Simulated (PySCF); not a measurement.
A structure optimised at PBE-D3(BJ)/def2-TZVP, used in a PySCF frequency run:

```xyz
3

Zn     0.0000     0.0000     0.9219
Cl     0.0000     0.0000     3.0238
I      0.0000     0.0000    -1.4917
```

Question: Write its SMILES, formula and point group.

Answer: [Cl][Zn][I], ClIZn, C∞v

Question: What are its rotational constants (standard atomic weights)?

Answer: 0.76575 GHz (linear rotor, B only)
